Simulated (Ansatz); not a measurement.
C₃H₁₀BClSi (SMILES C[Si](C)(C)BCl), singlet, at a GFN2-xTB geometry, atoms displaced at random by about 0.08 Å a coordinate; R2SCAN/STO-3G, gradient in Ansatz (a first-principles code).

Ansatz was given this input:
Ansatz 0.2 input:
```yaml
crystal:
  periodic: [false, false, false]
  atoms:
    - {symbol: B, position_ang: [0.73341507, -0.78072694, 0.76822983]}
    - {symbol: Cl, position_ang: [-0.04152520, -1.34812399, 2.18931821]}
    - {symbol: H, position_ang: [1.92142902, -1.28663716, 0.77332481]}
    - {symbol: Si, position_ang: [0.03022177, 0.45132869, -0.51763320]}
    - {symbol: C, position_ang: [1.57496968, 1.15636968, -1.61224378]}
    - {symbol: C, position_ang: [-0.98900024, 1.90926718, 0.14172858]}
    - {symbol: C, position_ang: [-1.08351407, -0.48551858, -1.95395410]}
    - {symbol: H, position_ang: [1.08177786, 1.78750482, -2.36531664]}
    - {symbol: H, position_ang: [2.22237208, 1.73750605, -1.05353754]}
    - {symbol: H, position_ang: [2.21075207, 0.36957324, -2.10011952]}
    - {symbol: H, position_ang: [-0.27987166, 2.35224453, 0.71374540]}
    - {symbol: H, position_ang: [-1.80461804, 1.45699591, 0.63601177]}
    - {symbol: H, position_ang: [-1.40626516, 2.33130537, -0.53182809]}
    - {symbol: H, position_ang: [-1.90899707, -1.10951091, -1.28805228]}
    - {symbol: H, position_ang: [-0.38248181, -1.53357965, -2.23833000]}
    - {symbol: H, position_ang: [-1.47863855, 0.10827258, -2.57992894]}
basis:
  gaussian:
    orbitals: STO-3G
hamiltonian:
  xc: r2scan
output: {forces: true}
```

**Question.** Write the output that Ansatz gives for this input, abridged.

**Answer.** 
```
Functional definition: r2SCAN
612 factors; integrals over basis functions are off by at most 4.3e-5 eV
mean field evaluation 1: about -24069.5126 eV, gradient 2.3e1 eV
mean field evaluation 2: about -24067.3380 eV, gradient 3.4e1 eV
mean field evaluation 4: about -24071.2957 eV, gradient 1.1e0 eV
mean field evaluation 8: about -24071.1619 eV, gradient 5.0e-2 eV
mean field -24071.16190606 eV, -884.5988840281 hartree, gradient 4.4e-6 eV, S^2 0.000000; 0 other end points of the search recorded, 0 dependent functions left out
the calculation of the forces begins
reference -24071.16191360 eV, -884.5988843051 hartree; 32, 32 occupied and 16, 16 virtual orbitals, 612 factors
Total energy: -24071.16191360 eV, -884.5988843051 hartree
Atom 0 at     0.733415    -0.780727     0.768230 Å, force     3.949222    -1.356794    -0.252083 eV/Å
Atom 1 at    -0.041525    -1.348124     2.189318 Å, force    -1.520257    -0.545310     1.819189 eV/Å
Atom 2 at     1.921429    -1.286637     0.773325 Å, force    -2.368215     1.328090    -0.740508 eV/Å
Atom 3 at     0.030222     0.451329    -0.517633 Å, force     0.288382     0.330489    -4.988530 eV/Å
Atom 4 at     1.574970     1.156370    -1.612244 Å, force    -3.125222    -2.619384    -0.519495 eV/Å
Atom 5 at    -0.989000     1.909267     0.141729 Å, force     4.827823    -9.984167     6.723857 eV/Å
Atom 6 at    -1.083514    -0.485519    -1.953954 Å, force     5.358143   -11.570635    11.389023 eV/Å
Atom 7 at     1.081778     1.787505    -2.365317 Å, force     0.485117    -0.100799    -0.180036 eV/Å
Atom 8 at     2.222372     1.737506    -1.053538 Å, force     1.694992     1.855022     1.737919 eV/Å
Atom 9 at     2.210752     0.369573    -2.100120 Å, force    -1.049253     0.519312     0.345881 eV/Å
Atom 10 at    -0.279872     2.352245     0.713745 Å, force     1.543769     2.861852     2.460717 eV/Å
Atom 11 at    -1.804618     1.456996     0.636012 Å, force    -0.796140    -0.490278     1.967676 eV/Å
Atom 12 at    -1.406265     2.331305    -0.531828 Å, force    -5.196347     7.596612   -10.547319 eV/Å
Atom 13 at    -1.908997    -1.109511    -1.288052 Å, force     1.803571     2.503588    -2.259774 eV/Å
Atom 14 at    -0.382482    -1.533580    -2.238330 Å, force    -2.467707     4.545819    -0.301951 eV/Å
Atom 15 at    -1.478639     0.108273    -2.579929 Å, force    -3.427876     5.126583    -6.654565 eV/Å
Dipole moment:    -0.034221     0.114470    -0.139398 e Å
```
